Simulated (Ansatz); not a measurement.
Ansatz (a program for electronic structure) input (r2SCAN0/def2-TZVPD):

Ansatz 0.2 input:
```yaml
crystal:
  periodic: [false, false, false]
  atoms:
    - {symbol: Zr, position_ang: [0.00000000, 0.00000000, 0.00000000]}
    - {symbol: I, position_ang: [0.00000000, 0.00000000, 2.73971683]}
    - {symbol: I, position_ang: [-0.00000000, -0.00000000, -2.73971683]}
basis:
  gaussian:
    orbitals: def2-TZVPD
hamiltonian:
  xc: {name: r2SCAN0}
magnetization: {spin_polarized: true, initial_magnetization: 2}
output: {forces: true}
```

Output:

```
Functional definition: r2SCAN0
integrals: 0.10 GiB planned
1317 factors; their error is unknown
mean field: 1.12 GiB planned
mean field evaluation 1: about -17488.2900 eV, gradient 7.9e0 eV
mean field evaluation 2: about -17488.5079 eV, gradient 7.3e0 eV
mean field evaluation 4: about -17488.7445 eV, gradient 1.6e0 eV
mean field evaluation 8: about -17489.2470 eV, gradient 1.8e-1 eV
mean field evaluation 16: about -17489.2474 eV, gradient 1.6e-4 eV
mean field evaluation 32: about -17489.2474 eV, gradient 1.7e-5 eV
mean field -17489.24738013 eV, -642.7179865821 hartree, gradient 1.7e-5 eV, S^2 2.011626; 3 other end points of the search recorded, 0 dependent functions left out
the calculation of the forces begins
reference -17489.24739587 eV, -642.7179871604 hartree; 32, 30 occupied and 126, 128 virtual orbitals, 1317 factors
Total energy: -17489.24739587 eV, -642.7179871604 hartree
Atom 0 at     0.000000     0.000000     0.000000 Å, force    -0.000000    -0.000000     0.000000 eV/Å
Atom 1 at     0.000000     0.000000     2.739717 Å, force     0.000000     0.000000    -0.195496 eV/Å
Atom 2 at    -0.000000    -0.000000    -2.739717 Å, force     0.000000     0.000000     0.195496 eV/Å
Dipole moment:     0.000000     0.000000    -0.000000 e Å
```

The spin state was set by rule; other spins were not relaxed.
